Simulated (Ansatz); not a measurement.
Cartesian coordinates in Å:
```
N 0.7554 -1.1876 0.8468
B -0.6119 -1.0422 1.0279
Se -1.7319 0.3416 0.2020
Si -0.2071 1.3648 -1.1342
H 1.2694 -1.9184 1.3087
H 1.3339 -0.5765 0.2954
H -1.1996 -1.7960 1.7428
H 0.1457 0.5246 -2.3083
H 1.0486 1.6484 -0.3848
H -0.8025 2.6413 -1.5963
```

The species carries charge 0 and has multiplicity 1.

**Question.** List the PBE0/def2-TZVPP orbital energies in eV (Ansatz 0.2.0). (An estimate is asked.)

**Answer.** Ansatz gave: Occupied: -12361.12, -1803.08, -1583.94, -1420.96, -1420.93, -1420.91, -391.69, -214.35, -185.11, -157.90, -157.81, -157.73, -145.38, -100.06, -100.02, -100.02, -57.89, -57.88, -57.80, -57.72, -57.72, -24.75, -19.45, -15.36, -14.64, -14.48, -11.54, -10.21, -10.20, -9.14, -8.87, -8.46, -6.93. Lowest empty: -0.03, 0.13, 0.48, 0.84, 1.47, 1.70, 2.38, 2.62.
